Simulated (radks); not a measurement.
Q: These are the eigenvalues of the occupied orbitals of an atom or ion with whole-number occupations (eV). Method: non-relativistic Kohn-Sham, LDA (Slater exchange, Perdew-Wang correlation), spin-unpolarised, spherical densities, point nucleus; computed with a radial shooting solver on a logarithmic mesh with Libxc functionals.

1s: -7504.162
2s: -1634.748
2p: -1574.643

Which element is it, and in what charge state? The configuration may be excited.

A: Z = 25, manganese, charge +20: Mn20+ in [He] 2s2 2p1. The list shows which subshells hold electrons but not how many an open one holds; the 1s level, -275.77 hartree, gives Z - s = 23.5 by -(Z - s)^2/2, which with screening narrows Z to a few neighbours, and the depths of the outer levels then fix element, charge and occupations together.
